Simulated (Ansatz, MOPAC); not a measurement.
System: BNH, net charge 0, doublet state. SMILES: B=[N]
Structure (B3LYP-D3(BJ)/def2-TZVP (Ansatz, a first-principles code) minimum search):
```xyz
3

B      0.0000     0.0000    -0.6130
N      0.0000     0.0000     0.6925
H      0.0000     0.0000    -1.7820
```
Charge 0, spin multiplicity 2.

Wanted: vertical ionisation energy to the triplet, in eV. Conventions: six Cartesian d functions in 6-31G* and its kin unless marked 5d; no dispersion term unless named; spin-orbit terms left out; frozen cores in correlated levels; non-relativistic; each state is the SCF solution reached for its charge and spin; UHF or UKS for open shells. CBS marks a two-point X^-3 extrapolation of the correlation energy; Hartree-Fock from the larger set. Ab initio and DFT rows: single points at B3LYP-D3(BJ) geometries (Ansatz). Semi-empirical rows: differences of heats of formation at the shared geometry for vertical values.

| species | coefficient | E at B3LYP/6-31G* (Ansatz), Eh | E at wB97M-V/def2-TZVPD (Ansatz), Eh | heat of formation at MNDO (MOPAC), kcal/mol |
|---|---|---|---|---|
| charge 1, triplet | +1 | -79.67918 | -79.67779 | 336.11 |
| charge 0, doublet | -1 | -80.09506 | -80.09113 | 83.69 |

Coupled cluster (Ansatz) is a level with limits of its own, used here on species with T1 under 0.025 (0.045 for open shells) and stable references: CCSD(T)/CBS(aug-cc-pVTZ,aug-cc-pVQZ). Value to compare with, CCSD(T)/CBS(aug-cc-pVTZ,aug-cc-pVQZ) (Ansatz): 11.44 eV. 1 Eh = 27.2114 eV and 1 eV = 23.0605 kcal/mol.

Q: Work the quantity out at each level, and compare with CCSD(T)/CBS(aug-cc-pVTZ,aug-cc-pVQZ) (Ansatz).

A: 
- B3LYP/6-31G*: the sum of coefficient times E is 0.41588 Eh, or 11.317 eV. Result: 11.32 eV. Its difference against CCSD(T)/CBS(aug-cc-pVTZ,aug-cc-pVQZ) (Ansatz) is -0.12 eV.
- wB97M-V/def2-TZVPD: the sum of coefficient times E is 0.41334 Eh, or 11.248 eV. Result: 11.25 eV. Its difference against CCSD(T)/CBS(aug-cc-pVTZ,aug-cc-pVQZ) (Ansatz) is -0.19 eV.
- MNDO: the sum of coefficient times heat of formation is 252.42 kcal/mol, or 10.95 eV. Its difference against CCSD(T)/CBS(aug-cc-pVTZ,aug-cc-pVQZ) (Ansatz) is -0.49 eV.
